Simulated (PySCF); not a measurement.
Compound: C3H10Ge2O.
Geometry (PBE0-D3(BJ)/def2-SVP, Å), atoms numbered from 1 in this order:
```
atom  x, y, z in Å
Ge1   -2.6249    0.6993   -0.2839
O2    -0.8967    1.1361   -0.1642
C3     0.0943    0.1645   -0.3595
C4     1.5067    0.7748   -0.3845
Ge5    2.1729   -0.9181    0.3832
C6     0.2299   -0.9083    0.7475
H7    -3.0390   -0.1671    0.9223
H8    -3.3636    2.0423   -0.2863
H9    -2.8408   -0.0841   -1.5965
H10   -0.0717   -0.3612   -1.3247
H11    1.8502    1.1726   -1.3481
H12    1.5713    1.5652    0.3802
H13    2.6342   -1.9687   -0.6425
H14    3.1463   -0.8616    1.5720
H15   -0.3910   -1.8090    0.6463
H16    0.0540   -0.4494    1.7339
```

Level: PBE0/def2-SVPD in PySCF, non-relativistic, on one gas-phase PBE0-D3(BJ)/def2-SVP geometry that isn't relaxed in the solvent. The solvent is an IEF-PCM continuum (Bondi radii, 1.10 Å for H, scaled by 1.2), and excitations are vertical TDDFT with non-equilibrium linear response and a frozen core. Only the electrostatic response of the medium enters. Spin–orbit coupling is left out although an atom past zinc is present.

Gas-phase singlets (H = HOMO, L = LUMO):

```tsv
state	E (eV)	λ (nm)	f	leading configurations
S1	6.277	198	0.007	H→L 94%
S2	6.692	185	0.024	H→L+1 95%
S3	6.904	180	0.024	H→L+2 84%
S4	6.926	179	0.005	H-1→L 84%
S5	7.097	175	0.046	H→L+3 55%, H-1→L+1 34%
```

**Question.** Give the list for benzene (ε = 2.271), n² = 2.25.

**Answer.** 
```
state  E (eV)  λ (nm)      f  leading configurations  change by rank (eV)
   S1   6.313     196  0.011                 H→L 93%               +0.036
   S2   6.723     184  0.045               H→L+1 95%               +0.031
   S3   6.925     179  0.033               H→L+2 90%               +0.021
   S4   6.933     179  0.018               H-1→L 87%               +0.007
   S5   7.093     175  0.190  H-1→L+1 68%, H→L+3 20%               -0.004
```

**Question.** The ground-state energy changes by -0.044 eV from gas to benzene. By how much does the total energy of gas-phase S2 change?

**Answer.** E(S2) = E(S0) + excitation energy, so it changes by -0.044 + 0.031 = -0.013 eV: it is lowered less than the ground state, which is what a blue shift means. This is the vertical state, with the slow part of the continuum still set for S0.

**Question.** How do the frontier levels move from gas to benzene?

**Answer.** 
```csv
orbital,gas (eV),solvent (eV),change (eV)
LUMO+2,0.47,0.54,+0.07
LUMO+1,0.22,0.30,+0.08
LUMO,0.11,0.18,+0.07
HOMO,-7.48,-7.46,+0.02
HOMO-1,-7.84,-7.79,+0.05
HOMO-2,-8.39,-8.35,+0.04
HOMO-3,-8.85,-8.82,+0.03
```

The HOMO–LUMO gap goes from 7.59 to 7.63 eV.
